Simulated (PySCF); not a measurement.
The 2-electron isoelectronic series, non-relativistic

All values are computed (PySCF 2.14, energy differences of UHF-based or UKS calculations, no spin-orbit coupling). Each ion has its own even-tempered basis scaled to its charge (15s7p4d3f3g for the first); frozen: nothing. Ionisation energies in eV, correlation energies of the ion in mhartree.

| ion | configuration | UHF | LDA | PBE | PBE0 | r2SCAN | MP2 (all electrons) | CCSD (all electrons) | E_corr MP2 | E_corr CCSD(T) | NIST (with spin-orbit, Breit and QED) |
| --- | --- | --- | --- | --- | --- | --- | --- | --- | --- | --- | --- |
| Ti²⁰⁺ | 1s2 (1S) | 6214.0 | 6193.5 | 6211.6 | 6212.5 | 6215.4 | 6215.2 | 6215.3 | -45.0 | -45.6 | 6249.0 (t) |
| V²¹⁺ | 1s2 (1S) | 6809.3 | 6787.6 | 6806.7 | 6807.6 | 6810.6 | 6810.5 | n/a | -45.1 | n/a | 6851.3 (t) |
| Cr²²⁺ | 1s2 (1S) | 7431.7 | 7408.9 | 7429.0 | 7429.9 | 7433.1 | 7433.0 | 7433.0 | -45.1 | -45.6 | 7481.9 (t) |
| Fe²⁴⁺ | 1s2 (1S) | 8758.3 | 8733.1 | 8755.2 | 8756.2 | 8759.6 | 8759.5 | 8759.5 | -45.2 | -45.6 | 8828.2 (t) |
| Ni²⁶⁺ | 1s2 (1S) | 10193.7 | 10166.2 | 10190.2 | 10191.4 | 10195.0 | 10194.9 | 10194.9 | -45.2 | -45.6 | 10288.9 (t) |
| Zn²⁸⁺ | 1s2 (1S) | 11737.9 | 11708.1 | 11734.1 | 11735.3 | 11739.3 | 11739.2 | 11739.2 | -45.3 | -45.7 | 11864.9 (t) |
| Ge³⁰⁺ | 1s2 (1S) | 13391.0 | 13358.9 | 13386.8 | 13388.2 | 13392.4 | 13392.3 | 13392.3 | -45.3 | -45.7 | 13557.4 (t) |
| Se³²⁺ | 1s2 (1S) | 15153.0 | 15118.5 | 15148.4 | 15149.8 | 15154.3 | 15154.2 | 15154.2 | -45.3 | -45.7 | 15367.5 (t) |
| Kr³⁴⁺ | 1s2 (1S) | 17023.7 | 16986.9 | 17018.8 | 17020.3 | 17025.1 | 17025.0 | 17025.0 | -45.4 | -45.7 | 17296.4 (t) |
| Sr³⁶⁺ | 1s2 (1S) | 19003.4 | 18964.2 | 18998.1 | 18999.7 | 19004.7 | 19004.6 | 19004.6 | -45.4 | -45.7 | 19345.6 (t) |

Each ion has its own basis, which adds noise of up to about 0.1 % along the series.

NIST values marked (s) are semi-empirical, (t) theoretical. Open shells are high-spin determinants of the terms that Hund's rules give.

All relativistic terms are absent from the calculated values; where these lie close to NIST, scalar and spin-orbit shifts of opposite sign can cancel.
